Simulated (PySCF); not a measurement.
Species: C5H8O2 (charge +1 and doublet state).
Z-matrix (Å and degrees, PBE0-D3(BJ)/def2-SVP geometry), rows numbered from 1:
```
C 
C   1  1.4948
O   2  1.2118  1  121.25
C   2  1.5096  1  119.79  3   179.58
C   4  1.5100  2  108.89  1  -176.62
C   5  1.4948  4  119.74  2   177.06
O   5  1.2119  4  118.87  2    -2.75
H   1  1.1032  2  107.89  3  -108.41
H   1  1.0999  2  110.18  3   134.08
H   1  1.0961  2  110.32  3    11.19
H   4  1.1045  2  111.36  1   -53.41
H   4  1.1059  2  109.98  1    62.71
H   6  1.1028  5  108.30  4   -66.24
H   6  1.1007  5  109.75  4    51.06
H   6  1.0959  5  110.42  4   173.44
```

Computed, not measured: PBE0-D3(BJ)/def2-SVP geometry optimisation, gas phase in PySCF.

Take the most abundant isotopes and a rigid rotor. The values belong to one conformer with, in the numbering `[CH3:1][C:2](=[O:3])[CH2:4][C:5]([CH3:6])=[O+:7]`, C1–C2–C4–C5 -177°, C2–C4–C5–C6 177°.

Problem. What are A, B and C (GHz)?

Solution. Ia = 80.87, Ib = 291.26, Ic = 362.48 u·Å²; 505379 MHz·u·Å²/I gives 6249, 1735 and 1394 MHz, that is A = 6.2492, B = 1.7351, C = 1.3942 GHz.

Problem. Classify the top.

Solution. An asymmetric top. Ray's parameter κ = (2B − A − C)/(A − C) = -0.860; −1 is the prolate and +1 the oblate limit.

Problem. What does the inertial defect say?

Solution. Not planar: Δ = Ic − Ia − Ib = -9.65 u·Å². For a rigid frame Δ = −2 Σ m c², so Σ m c² = 4.83 u·Å² lies off the ab plane: 4.77 from hydrogen and 0.06 from heavier atoms. The atom farthest from that plane is 1.03 Å away.

Problem. Where do the levels up to J = 2 lie, in MHz?

Solution. Above 0(0,0):
J = 1: 1(0,1) 3129, 1(1,1) 7643, 1(1,0) 7984
J = 2: 2(0,2) 9369, 2(1,2) 13561, 2(1,1) 14584, 2(2,1) 28126, 2(2,0) 28145
The levels of one J sum to (2J + 1)J(J + 1)(A + B + C)/3.

Problem. Predict some low-J microwave lines.

Solution. The dipole components (about the centre of mass, as the species is charged) are |μa| = 0.00 D, |μb| = 5.21 D, |μc| = 0.06 D. Intensities carry the squares of the components, which stand as 0.00 : 1.00 : 0.00 (a : b : c). Some lines, for components of 0.1 D or more:

```tsv
type	branch	J(Ka,Kc)	MHz	lower level (cm⁻¹)
b	R	2(0,2) ← 1(1,1)	1726	0.255
b	Q	1(1,0) ← 1(0,1)	4855	0.104
b	Q	2(1,1) ← 2(0,2)	5214	0.313
b	R	1(1,1) ← 0(0,0)	7643	0.000
b	R	2(1,2) ← 1(0,1)	10432	0.104
b	Q	2(2,0) ← 2(1,1)	13561	0.486
b	Q	2(2,1) ← 2(1,2)	14565	0.452
b	R	2(2,1) ← 1(1,0)	20142	0.266
b	R	2(2,0) ← 1(1,1)	20501	0.255
```

For this open shell read J as N, the rotation without spin; fine and hyperfine splittings come on top. Whether it is a minimum is left open (no frequencies). ⟨S²⟩ = 0.758 (exact for a doublet: 0.75). Constants of a rigid frame at the computed geometry: no zero-point averaging, no centrifugal distortion. A rigid rotor knows nothing of internal rotation, which can split or shift real lines.
